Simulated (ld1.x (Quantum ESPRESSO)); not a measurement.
## Which change was made? (Ag, TM)

- Element: silver (Ag)
- Generator: ld1.x (Quantum ESPRESSO) 7.5
- Type: norm-conserving Troullier–Martins (Kleinman–Bylander form)
- Functional: PBE
- Relativity: scalar-relativistic
- Frozen core: [Kr]
- Valence charge: 11
- Reference configuration: 4d9.5 5s0 5p0 (charge +1.5)
- Partial waves: 5s (bound, empty): rc 1.90 bohr; 5p (bound, empty): rc 2.20 bohr; 4d (bound): rc 1.55 bohr
- Local potential: all-electron potential smoothed inside 1.75 bohr (lloc = -1)
- Core correction: none

Cutoffs, loose and tight: the cutoffs (Ry, on a coarse ladder) from which the occupation-weighted sum of valence levels, in a spherical-Bessel basis at the reference potential, stays within 10 and 1 mRy of its value at 400 Ry. They do not see the model core or the augmentation charge, which bear on the density cutoff. Test errors are all-electron minus pseudo excitation energies from the reference, over the configurations 4d10 5s1 5p0; 4d10 5s0 5p0; 4d9 5s0 5p0; 4d9 5s1 5p0; 4d10 5s0 5p1; 4d9 5s2 5p0; 4d7 5s0 5p0; variants that change the core or the reference have their own tests.

The base gives: outcome: generated; cutoff, loose: 70 Ry; cutoff, tight: 110 Ry; bound ghosts: s; largest test error (meV): -477.

Task: After one change the result is: outcome: generated; cutoff, loose: 70 Ry; cutoff, tight: 110 Ry; bound ghosts: s; largest test error (meV): -863. Which change was it?
A. core [Ar] 3d10, valence charge 19; reference 4s2 4p6 4d10 5s1 5p0; waves now 4p (bound): rc 1.15 bohr; 4d (bound): rc 1.75 bohr; 4s (bound): rc 1.40 bohr; local potential the s channel
B. local potential all-electron potential smoothed inside 1.24 bohr (lloc = -1)
C. wave 5p (bound): rc 2.20 bohr becomes 5p (bound): rc 1.36 bohr
D. core correction a·sin(br)/r model core inside 1.26 bohr

Result: D. The others give: wave 5p (bound): rc 2.20 bohr becomes 5p (bound): rc 1.36 bohr → outcome: generated; cutoff, loose: 70 Ry; cutoff, tight: 110 Ry; bound ghosts: p, s; largest test error (meV): -477 | core [Ar] 3d10, valence charge 19; reference 4s2 4p6 4d10 5s1 5p0; waves now 4p (bound): rc 1.15 bohr; 4d (bound): rc 1.75 bohr; 4s (bound): rc 1.40 bohr; local potential the s channel → outcome: generated, misses its reference levels by 1.00 eV; cutoff, loose: 120 Ry; cutoff, tight: 160 Ry; bound ghosts: none; largest test error (meV): -2743 | local potential all-electron potential smoothed inside 1.24 bohr (lloc = -1) → outcome: generated; cutoff, loose: 70 Ry; cutoff, tight: 100 Ry; bound ghosts: s, p; largest test error (meV): -398.
